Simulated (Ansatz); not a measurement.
Ansatz results at the PBE0-D4/def2-TZVP geometry: HOMO energy (ωB97M-V/def2-TZVPP) -10.24 eV; HOMO–LUMO gap (B3LYP/def2-TZVPP) 6.71 eV; LUMO energy (ωB97M-V/def2-TZVPP) 0.75 eV.

Each molecule was computed in one conformer, which needn't be the lowest.

**Question.** Which molecule gave them?
A. `C[BH][GeH2][SiH3]`
B. `[CH3][Al]([SiH3])[BH]O`
C. `B[CH2][GeH2][SiH3]`
D. `[BH2][GeH2][CH2][SiH3]`

**Answer.** C. The others give `[CH3][Al]([SiH3])[BH]O`: -8.67, 3.93, -0.64; `[BH2][GeH2][CH2][SiH3]`: -10.31, 5.37, -0.43; `C[BH][GeH2][SiH3]`: -9.59, 5.34, 0.05.

B3LYP here is the variant with VWN-RPA as its local correlation; programs differ in this.
